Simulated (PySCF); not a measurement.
hydrogen (H₂), SMILES [H][H]. The structure is a stationary point at PBE0-D3(BJ)/def2-TZVPD.

Q: Give the equilibrium geometry at PBE0-D3(BJ)/def2-TZVPD (PySCF confirms it by a frequency run) as a Z-matrix, and its point group. (Estimate from the structure and the level; the computed values follow.)

A: point group D∞h.
```
H
H 1 0.7462
```
